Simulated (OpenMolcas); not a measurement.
**Ionisation energies of carbon**

```
Program             : OpenMolcas
Basis               : ANO-R2 [4s4p2d1f]
Scalar Hamiltonian  : X2C, finite nucleus
Spin-orbit coupling : state interaction with AMFI integrals over the reference wave functions, term energies averaged over their components
```

Active shells in each charge state: the valence s, p shells, with orbitals averaged over the low states. Where CASPT2's correlated closed shells are named, they are those of the first ion.

A. CASSCF
B. SS-CASPT2, IPEA 0.25 Eh, imaginary shift 0.1 Eh (closed shells correlated: 1s)
C. SS-CASPT2, IPEA 0.25 Eh, imaginary shift 0.1 Eh (closed shells correlated: none)
D. SS-CASPT2, IPEA 0 Eh, imaginary shift 0.1 Eh (closed shells correlated: 1s)

Energies in eV between the lowest computed levels, named as in B; reference values from the NIST Atomic Spectra Database with their kind.

```
             From                 To       A       B       C       D  Spin-orbit share in B          Reference
    C 2s2 2p2 3P0  C+ 2s2 2p 2P* 1/2  10.140  11.012  10.985  11.111                 -0.001  11.260 (measured)
C+ 2s2 2p 2P* 1/2        C2+ 2s2 1S0  23.195  24.083  24.041  24.165                 +0.005  24.383 (measured)
      C2+ 2s2 1S0      C3+ 2s 2S 1/2  47.777  47.829  47.836  47.829                 +0.000  47.888 (measured)
    C3+ 2s 2S 1/2        C4+ 1s2 1S0  64.363  64.405  64.363  64.406                 +0.000  64.494 (measured)
```

Steps that some method lacks are left out, and so are those with a state whose active s or d shell is doubly occupied in every root (s and p with five to eight electrons, d10) over a frozen core shell of the same l, since the two then mix freely.

Error against the reference values, in %:

```
From  Reference     A     B     C     D
   C   measured  -9.9  -2.2  -2.4  -1.3
  C+   measured  -4.9  -1.2  -1.4  -0.9
 C2+   measured  -0.2  -0.1  -0.1  -0.1
 C3+   measured  -0.2  -0.1  -0.2  -0.1
```

Mean absolute error over the 4 measured values: A 0.64 eV, B 0.17 eV, C 0.20 eV, D 0.13 eV. D lies closest.

* marks odd parity.
